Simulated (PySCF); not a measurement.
An unknown is described by computed data only.

Elements present: C, H, O, S and Si. Monoisotopic mass: 108.0065 u.

* UV, first state: lowest singlet excitation: 6.04 eV (205 nm, f = 0.003) [TDDFT wB97X-D/def2-SVPD]
* Dipole: 0.88 D [wB97X-D/def2-SVPD]
* UV, strongest line: among the 8 lowest singlet transitions: S7 at 7.96 eV (156 nm, f = 0.061) [TDDFT wB97X-D/def2-SVPD]
* Triplet: lowest triplet excitation (Tamm–Dancoff): 5.74 eV [TDA wB97X-D/def2-SVPD]
* Polarisability: 75.2 au [wB97X-D/def2-SVPD]
* 1H NMR: chemical shifts (computed TMS as zero) by class: 5.78 (1 H), 1.63 (1 H), 1.21 (3 H), 1.13 (1 H), 0.51 (1 H), -0.15 (1 H) ppm [GIAO PBE0/pcSseg-1]
* Rotational structure: rotational constants A, B, C: 5.380, 1.750, 1.430 GHz [GFN2-xTB]
* 13C NMR: chemical shifts (computed TMS as zero) by class: 18.6 (1 C), 8.4 (1 C) ppm [GIAO PBE0/pcSseg-1]
* NMR, other nuclei: isotropic shieldings of nuclei other than C and H, by class: 308 (1 O), 347 (1 Si), 724 (1 S) ppm [GIAO PBE0/pcSseg-1]

Electronic properties: PySCF, gas phase, density fitting. Levels stand in brackets. Geometry: GFN2-xTB, one conformer, isolated molecule. NMR classes are plain means over equivalent atoms (diastereotopic ones count apart unless rotation or inversion swaps them), as if these changed places fast.

**Question.** Which formula fits the mass and the elements?

**Answer.** C2H8OSSi (calculated 108.0065). No other formula that holds each of these elements comes within 0.0003 u with a fitting electron parity and a possible valence count.

**Question.** What is the compound? Reason from the data.

**Answer.** Numbering: `[CH3:1][CH2:2][Si@H:3]([OH:4])[SH:5]`. Its formula, C2H8OSSi, gives 0 degrees of unsaturation, so no ring and no π bond. 2 carbons fall into 2 classes; from least to most shielded: sp3 carbon bound to silicon [C2] (18.6 ppm), methyl carbon [C1] (8.4 ppm). Hydrogen classes from least to most shielded: 1 H on an oxygen-bound silicon, Si3 (5.78 ppm), 1 H on a silanol oxygen, O4 (1.63 ppm), 3 H on a methyl carbon, C1 (1.21 ppm), 1 H on an sp3 carbon bound to silicon, C2 (1.13 ppm), 1 H on an sp3 carbon bound to silicon, C2 (0.51 ppm), 1 H on a sulfur bonded to Si and H, S5 (-0.15 ppm). The other shieldings belong to: 308 ppm, silanol oxygen [O4]; 347 ppm, oxygen-bound silicon [Si3]; 724 ppm, sulfur bonded to Si and H [S5]. The optimised geometry has point group C1 and is an asymmetric top. Structure: `CC[Si@H](O)S`. Computed isomers that give other values at the same levels: `CO[Si@@H](C)S` (13C chemical shifts (computed TMS as zero) by class: 52.9 (1 C), 1.7 (1 C) ppm); `C[Si](C)(O)S` (13C chemical shifts (computed TMS as zero) by class: 7.2 (2 C) ppm). The assignments are read from this structure; whether some other isomer fits the data as well wasn't checked. The mirror image fits equally.

Shape of the structure used: `[CH3:1][CH2:2][Si@H:3]([OH:4])[SH:5]`: C1–C2–Si3–O4 -60°, H–O4–Si3–C2 -155°, H–S5–Si3–C2 -54°.
